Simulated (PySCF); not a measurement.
Species: C₂H₆Br₂Si, net charge 0, singlet state. 
Coordinates optimised at B3LYP-D3(BJ)/def2-TZVP (Ansatz):
SMILES: C[Si](C)(Br)Br
```xyz
11

Si    -0.0983    -0.7017     0.0412
C     -1.7721    -1.4744     0.2644
C      1.2961    -1.9236    -0.0647
Br     0.2882     0.6722     1.7698
Br    -0.1216     0.5174    -1.8397
H     -2.5462    -0.7092     0.3195
H     -1.9947    -2.1342    -0.5766
H     -1.7945    -2.0586     1.1865
H      1.1428    -2.5935    -0.9131
H      1.3429    -2.5179     0.8500
H      2.2491    -1.4113    -0.1948
```

Dispersion corrections to the total energy (kcal/mol) from the dftd3 and dftd4 libraries through PySCF: D3(BJ) without and D4 with the three-body term, each with the damping fitted for the functional named.

```
functional  D3(BJ)      D4
----------  ------  ------
BHLYP       -11.96       …
revPBE           …  -19.63
BLYP        -17.09  -16.19
PBE          -7.61       …
PBE0         -7.06   -6.56
CAM-B3LYP    -7.11   -6.82
BP86        -14.02  -10.80
```

Q: Some entries are withheld; supply them.

A: 
- BHLYP, D4: -10.55
- revPBE, D3(BJ): -17.84
- PBE, D4: -7.60
